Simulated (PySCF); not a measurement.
Cl4Se (SMILES Cl[Se](Cl)(Cl)Cl), singlet, at a GFN2-xTB geometry; M06/STO-3G run with PySCF.

The PySCF input:
```python
from pyscf import gto, scf, dft

mol = gto.Mole()
mol.atom = '''
    Se   -0.00300693    0.00470149    0.44248318
    Cl    1.06172155   -1.32656609   -0.82096840
    Cl    1.81230429    1.45883554    0.39654014
    Cl   -1.05027581    1.30867012   -0.86332068
    Cl   -1.81773616   -1.45034255    0.40278258
'''
mol.basis = 'sto-3g'
mol.verbose = 4
mol.build()

mf = dft.RKS(mol)
mf.xc = 'm06'
mf.kernel()
```

Task: Write the output that PySCF gives for this input, abridged.

Result: 
```
PySCF version 2.14.0

[INPUT] verbose = 4
[INPUT] num. atoms = 5
[INPUT] num. electrons = 102
[INPUT] charge = 0
[INPUT] spin (= nelec alpha-beta = 2S) = 0
[INPUT] symmetry False subgroup None
[INPUT] Mole.unit = angstrom
[INPUT] Symbol           X                Y                Z      unit          X                Y                Z       unit  Magmom
[INPUT]  1 Se    -0.003006930000   0.004701490000   0.442483180000 AA   -0.005682274176   0.008884528477   0.836172024927 Bohr   0.0
[INPUT]  2 Cl     1.061721550000  -1.326566090000  -0.820968400000 AA    2.006362950049  -2.506846596235  -1.551405432922 Bohr   0.0
[INPUT]  3 Cl     1.812304290000   1.458835540000   0.396540140000 AA    3.424758762474   2.756799631382   0.749352261997 Bohr   0.0
[INPUT]  4 Cl    -1.050275810000   1.308670120000  -0.863320680000 AA   -1.984733636156   2.473028114202  -1.631439642873 Bohr   0.0
[INPUT]  5 Cl    -1.817736160000  -1.450342550000   0.402782580000 AA   -3.435023509119  -2.740750206303   0.761148763946 Bohr   0.0

nuclear repulsion = 824.779354861429
number of shells = 28
number of NR pGTOs = 162
number of NR cGTOs = 54
basis = sto-3g
ecp = {}

******** <class 'pyscf.dft.rks.RKS'> ********
method = RKS
initial guess = minao
damping factor = 0
level_shift factor = 0
DIIS = <class 'pyscf.scf.diis.CDIIS'>
diis_start_cycle = 1
diis_space = 8
diis_damp = 0
SCF conv_tol = 1e-09
SCF conv_tol_grad = None
SCF max_cycles = 50
direct_scf = True
direct_scf_tol = 1e-13
XC library pyscf.dft.libxc version 7.1.2
    S. Lehtola, C. Steigemann, M. J. T. Oliveira, and M. A. L. Marques,  SoftwareX 7, 1–5 (2018)
XC functionals = m06
    Y. Zhao and D. G. Truhlar,  Theor. Chem. Acc. 120, 215 (2008)
    Y. Zhao and D. G. Truhlar,  Theor. Chem. Acc. 120, 215 (2008)
radial grids:
    Treutler-Ahlrichs [JCP 102, 346 (1995); DOI:10.1063/1.469408] (M4) radial grids

becke partition: Becke, JCP 88, 2547 (1988); DOI:10.1063/1.454033
pruning grids: <function nwchem_prune>
grids dens level: 3
symmetrized grids: False
atomic radii adjust function: <function treutler_atomic_radii_adjust>
small_rho_cutoff = 0
Set gradient conv threshold to 3.16228e-05
Initial guess from minao.
tot grids = 95944
init E= -4191.55267141316
  HOMO = -0.521154392397075  LUMO = -0.329858588623433  gap/eV = 5.20542
cycle= 1 E= -4195.28607958477  delta_E= -3.73  |g|= 0.242  |ddm|= 3.48
  HOMO = -0.202131867560214  LUMO = -0.120142065307623  gap/eV = 2.23106
cycle= 2 E= -4195.25800114145  delta_E= 0.0281  |g|= 0.305  |ddm|= 1.85
  HOMO = -0.232196505312418  LUMO = -0.0759548769518762  gap/eV = 4.25155
cycle= 3 E= -4195.32036367649  delta_E= -0.0624  |g|= 0.0271  |ddm|= 1.17
  HOMO = -0.228827778068361  LUMO = -0.0772434852963657  gap/eV = 4.12482
cycle= 4 E= -4195.32091900895  delta_E= -0.000555  |g|= 0.00131  |ddm|=  0.1
  HOMO = -0.228831098860314  LUMO = -0.0771404188468251  gap/eV = 4.12771
cycle= 5 E= -4195.32091993462  delta_E= -9.26e-07  |g|= 0.000804  |ddm|= 0.00709
  HOMO = -0.228988082609263  LUMO = -0.0771070534956756  gap/eV = 4.13289
cycle= 6 E= -4195.32092036094  delta_E= -4.26e-07  |g|= 8.53e-05  |ddm|= 0.00267
  HOMO = -0.228958485999812  LUMO = -0.0771095537751474  gap/eV = 4.13202
cycle= 7 E= -4195.32092037441  delta_E= -1.35e-08  |g|= 1.37e-05  |ddm|= 0.000833
  HOMO = -0.228957056066486  LUMO = -0.0771101829087597  gap/eV = 4.13196
cycle= 8 E= -4195.3209203745  delta_E= -9.09e-11  |g|= 1.91e-05  |ddm|= 0.000182
  HOMO = -0.22895756572809  LUMO = -0.0771098725819628  gap/eV = 4.13199
Extra cycle  E= -4195.32092037384  delta_E= 6.61e-10  |g|= 3.48e-05  |ddm|= 0.000197
converged SCF energy = -4195.32092037384
```
